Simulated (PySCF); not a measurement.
```xyz
3
charge 0 multiplicity 3, angstrom
Mo    0.4520    0.0000    0.0000
S    -0.6917    1.7599    0.0000
S    -0.6917   -1.7599    0.0000
```

Method: UPBE0/[Mo def2-TZVP with ECP28, S def2-TZVP], scalar-relativistic core potentials, density fitting, no spin–orbit coupling, PySCF.

This geometry of MoS2 is a stationary point at this level.

What is the point group?

C2v.

Is it a minimum?

Yes: all harmonic wavenumbers are real.

What are the dipole moment and the gap between the highest occupied and lowest empty levels of either spin?

3.81 D and 2.56 eV.

Give the ideal-gas entropy at 298.15 K and 1 bar by parts.

translation 172.3, rotation 104.0, vibration 14.6, spin 9.1; total 300.1 J/(mol K).

What is the atomisation energy, with and without zero-point energy?

794 kJ/mol without, 786 kJ/mol with.

Other isomers or separated fragments may lie lower. With open d or f shells other occupations or spin states may lie lower.
